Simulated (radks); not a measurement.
Question: Species: Mo5+. Configuration: [Kr] 4d1 (the NIST ground configuration). Method: Dirac Kohn-Sham, PBEsol, spin-unpolarised, spherical densities, finite nucleus; open shells are shared between the two j in proportion to 2j + 1; Fermi nuclear charge, rms radius 4.4091 fm; computed with a radial shooting solver on a logarithmic mesh with Libxc functionals.

Spin-orbit splittings of the eigenvalues, e(l+1/2) - e(l-1/2), with zeta = 2 splitting/(2l+1) and mean radii in bohr:

shell  occ.  splitting (eV)  zeta (eV)  <r> j=l-1/2  <r> j=l+1/2
2p        6           106.4      70.96       0.1308       0.1354
3p        6           17.57      11.71       0.4232       0.4338
3d       10           3.333      1.333       0.4126       0.4161
4p        6           2.785      1.857        1.157        1.181
4d        1               ?          ?        1.437        1.446

Estimate the 4d splitting.

Answer: 0.3663 eV (zeta = 0.1465 eV).
